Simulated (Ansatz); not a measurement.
Start from `N[SiH2]C[SiH2]N` and change one atom or group to get `N[SiH2]CCl`.

Ansatz, PBE0-D4/def2-TZVP geometries, multiplicity 1. Each molecule was computed in one conformer, which needn't be the lowest.

```csv
property,`N[SiH2]C[SiH2]N`
size of the dipole moment (B3LYP/def2-TZVPP) / D,1.41
HOMO–LUMO gap (PBE0/def2-TZVPP) / eV,7.47
HOMO energy (PBE/def2-TZVPP) / eV,-5.74
size of the dipole moment (PBE/def2-TZVPP) / D,1.41
HOMO–LUMO gap (B3LYP/def2-TZVPP) / eV,6.97
LUMO energy (ωB97M-V/def2-TZVPP) / eV,1.82
```

Problem. Give the same properties after the change, and the shifts. (Estimate.)

Solution. The calculation gave: 
```tsv
property	`N[SiH2]CCl`	shift
size of the dipole moment (B3LYP/def2-TZVPP) / D	1.61	0.20
HOMO–LUMO gap (PBE0/def2-TZVPP) / eV	7.79	0.32
HOMO energy (PBE/def2-TZVPP) / eV	-6.06	-0.32
size of the dipole moment (PBE/def2-TZVPP) / D	1.57	0.16
HOMO–LUMO gap (B3LYP/def2-TZVPP) / eV	7.31	0.34
LUMO energy (ωB97M-V/def2-TZVPP) / eV	1.98	0.16
```

Dipoles are sizes alone; their direction can turn.

B3LYP here is the variant with VWN-RPA as its local correlation; programs differ in this.
